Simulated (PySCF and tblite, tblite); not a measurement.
One step of a conformer study of C9H5ClOS, numbered as in [O:1]=[CH:2][c:3]1[cH:4][c:5]([Cl:6])[c:7]2[cH:8][cH:9][s:10][c:11]2[cH:12]1: GFN2-xTB geometry optimisation, gas phase in tblite; conformer with 0°.

Torsions listed: O1–C2–C3–C4.

Input:

```
{"job": {"xc": "GFN2-xTB", "basis": "xTB", "kind": "relax"}, "charge": 0, "multiplicity": 1}
O      3.938100     0.743900    -0.016700
C      3.144400    -0.182000    -0.163700
C      1.696300    -0.004200    -0.062100
C      1.161600     1.268800     0.172300
C     -0.220200     1.409700     0.267300
Cl    -0.926700     2.943600     0.558800
C     -1.113700     0.328500     0.094900
C     -2.545300     0.236400     0.140300
C     -3.012200    -1.047700    -0.074300
S     -1.752600    -2.153600    -0.317700
C     -0.547600    -0.932100    -0.149900
C      0.849200    -1.115500    -0.231800
H      3.502900    -1.209400    -0.341200
H      1.822200     2.118500     0.307400
H     -3.215900     1.081000     0.313800
H     -4.049000    -1.376200    -0.084200
H      1.261600    -2.097900    -0.423100
```

Launched as:

```sh
OMP_NUM_THREADS=1 python ens_run.py task.json out
```

Output (atoms count from 0 there):

```
step      E/eV     max force
  0    -915.85664    1.892
  1    -915.93006    2.108
  2    -915.97111    0.436
  3    -915.98496    0.377
  4    -916.00126    0.309
  5    -916.01072    0.167
  6    -916.01289    0.128
  7    -916.01572    0.118
  8    -916.01708    0.091
  9    -916.01792    0.063
 10    -916.01845    0.056
 11    -916.01887    0.057
 12    -916.01911    0.048
 13    -916.01925    0.030
 14    -916.01925    0.030
 15    -916.01931    0.023
 16    -916.01943    0.022
 17    -916.01945    0.023
 18    -916.01951    0.021
 19    -916.01958    0.022
 20    -916.01961    0.019
 21    -916.01964    0.016
 22    -916.01966    0.014
 23    -916.01967    0.009
 24    -916.01968    0.007
 25    -916.01969    0.006
 26    -916.01969    0.005
 27    -916.01970    0.006
 28    -916.01970    0.006
 29    -916.01970    0.004
 30    -916.01970    0.003
```
